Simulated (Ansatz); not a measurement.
A nudged elastic band was laid between two geometries of Cl2H4O2Zr (9 atoms, charge 0, multiplicity 1).

Computed with RKS LDA/def2-SVP (Ansatz).

| Item | Value |
| --- | --- |
| movable images | 7 |
| climbing image | yes |
| spring | 2.0 to 10.0 eV/Å², energy-weighted |
| optimiser | quadratic models (default) |
| start path | through a guess of the saddle point |
| force threshold | 0.03 eV/Å |
| iteration limit | 60 |
| end points | relaxed |

First end point:

```xyz
9
Properties=species:S:1:pos:R:3
Zr -0.127 -0.248 0.168
Cl 0.312 0.019 2.477
O 1.601 -0.272 -0.589
H 2.474 -0.234 -1.009
O -1.004 1.265 -0.565
H -1.229 2.067 -1.060
Cl -1.071 -2.274 -0.607
H -2.387 -0.647 0.954
H -2.117 -0.204 1.554
```

Last end point:

```xyz
9
Properties=species:S:1:pos:R:3
Zr -0.625 0.164 0.083
Cl -0.893 1.017 2.274
O 1.127 -0.498 -0.209
H 2.037 -0.638 -0.512
O -0.792 1.707 -0.989
H -0.823 2.492 -1.557
Cl -2.275 -1.278 -0.808
H -0.785 -1.970 1.220
H -0.520 -1.523 1.819
```

Question: What changes between the two ends?

Answer: No bond is made or broken.  The two ends are copies of one structure, up to a mirror image or an exchange of like atoms.

Question: What energy profile does the band end with?

Answer: It converged. The highest image is number 4 of 0 to 8, 0.218 eV above the ends, which have the same energy within 2 meV. Another band between the same ends (7 images) ends at a top of the same energy, where a vibrational analysis finds 1 clearly imaginary mode.

| image | path coordinate (Å) | energy (eV) |
| --- | --- | --- |
| 0 | 0.00 | 0.000 |
| 1 | 0.83 | 0.075 |
| 2 | 1.35 | 0.153 |
| 3 | 1.77 | 0.201 |
| 4 | 2.16 | 0.218 |
| 5 | 2.56 | 0.202 |
| 6 | 2.99 | 0.154 |
| 7 | 3.51 | 0.076 |
| 8 | 4.34 | 0.000 |

Question: What is the geometry of the highest image?

Answer: 
```xyz
9
Properties=species:S:1:pos:R:3
Zr -0.371 -0.035 0.116
Cl -0.028 0.826 2.326
O 1.395 -0.405 -0.419
H 2.283 -0.436 -0.807
O -0.957 1.503 -0.798
H -1.043 2.295 -1.351
Cl -1.582 -1.760 -1.024
H -1.761 -1.488 1.341
H -1.485 -1.026 1.937
```

Run time: 110 s on 4 threads of Arm Neoverse V2, on a shared host, peak memory 0.17 GiB.
